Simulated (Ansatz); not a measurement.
`CC[Te][SiH3]` + `C[SiH3]` → `C[SiH2][Te][SiH3]` + ethane at 298.15 K and 1 bar (formal exchange of groups at a Te–C bond).

Isolated molecules relaxed with PBE0-D4/def2-TZVP in Ansatz; ΔE leaves out vibrations. CCSD(T)/CBS is the MP2 limit (def2-TZVPP, def2-QZVPP) plus CCSD(T) − MP2 in def2-TZVPP, frozen cores. This one scheme is used for every species. def2 core potentials past Kr. For Te outer-core shells are correlated without core-valence functions, which leaves a few kJ/mol of doubt a bond. One conformer a species, not always the lowest.

```
            species  CCSD(T)/CBS energy (Eh)  H − E (kJ/mol)  S (J/(mol·K))
     `CC[Te][SiH3]`               -637.73763           259.9          375.7
          `C[SiH3]`               -330.73916           173.3          255.5
`C[SiH2][Te][SiH3]`               -888.79691           233.6          402.9
               `CC`                -79.71954           207.7          227.7
```

H − E and S are ideal-gas, rigid-rotor, harmonic terms from PBE0-D4/def2-TZVP, for one conformer and one mirror image of each species. 1 Eh = 2625.50 kJ/mol, R = 8.31446 J/(mol·K).

By hand: ΔE, ΔH, ΔS and ΔG.

ΔE = (-888.79691) + (-79.71954) − (-637.73763) − (-330.73916) = -0.03966 Eh = -104.1 kJ/mol. Δ(H − E) = 233.6 + 207.7 − 259.9 − 173.3 = 8.1, so ΔH = -96.0 kJ/mol. ΔS = 402.9 + 227.7 − 375.7 − 255.5 = -0.6 J/(mol·K). ΔG = -96.0 − 298.15 × (-0.6)/1000 = -95.8 kJ/mol.

By hand: the equilibrium constant, and the temperature at which ΔG would vanish if ΔH and ΔS stayed fixed.

log₁₀ K = −ΔG/(RT ln 10) = 16.8. ΔG = 0 at ΔH/ΔS = 160000 K, far beyond where these terms or the molecules hold.

The number of gas molecules stays the same, so ΔS is small and ΔH decides. A doubt of 5 kJ/mol in ΔE shifts log₁₀ K by 0.9 here. Other conformers and mirror images would add mixing entropy, several J/(mol·K) or more a flexible species. Modes under 60 cm⁻¹, often nearly free rotors, make the harmonic entropy too high. These are equilibria of isolated gas molecules and say nothing of rates. Largest T1 diagnostic: 0.010 (customary marks: 0.02 for closed shells, 0.045 for open ones).
